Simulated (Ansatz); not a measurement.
Two isomers of CH6GeOSi: A = `[CH3][GeH]1[O][SiH2]1`, B = `O=[CH][GeH2][SiH3]`.

Calculated with Ansatz (gas phase, PBE0-D4/def2-TZVP geometries, no zero-point term in ΔE). CBS: MP2 limit from def2 TZ/QZ plus the TZ coupled-cluster correction, frozen cores. Functionals use def2-TZVPP. B3LYP here is the variant with VWN-RPA as its local correlation; programs differ in this. For Ge outer-core shells are correlated without core-valence functions, which leaves a few kJ/mol of doubt a bond. Scalar relativity is left out up to krypton. Each species was taken in one conformer, which may not be the lowest.

Problem. Which isomer does CCSD(T)/CBS put lower? Give the gap. (Estimate.)

Solution. Ansatz gave: A, by 37.1 kcal/mol.

Problem. Give E(B) − E(A) in kcal/mol with CCSD(T)/def2-TZVPP, CCSD/def2-TZVPP, HF/def2-TZVPP, PBE0-D4, MP2/def2-TZVPP, B3LYP-D4, ωB97M-V. (An estimate is asked.)

Solution. Ansatz gave: CCSD(T)/def2-TZVPP 34.7, CCSD/def2-TZVPP 34.2, HF/def2-TZVPP 28.4, PBE0-D4 34.7, MP2/def2-TZVPP 39.8, B3LYP-D4 32.2, ωB97M-V 35.4. None reverses the order clearly.

Largest T1 diagnostic: 0.015.

From PBE to PBE0 (25 % exact exchange), in def2-TZVPP and without D4, E(B) − E(A) moves by +1.8 kcal/mol. In def2-TZVPP, CCSD(T) changes the Hartree–Fock value by +6.3 kcal/mol (the triples alone add +0.6 kcal/mol) and MP2 by +11.4 kcal/mol.
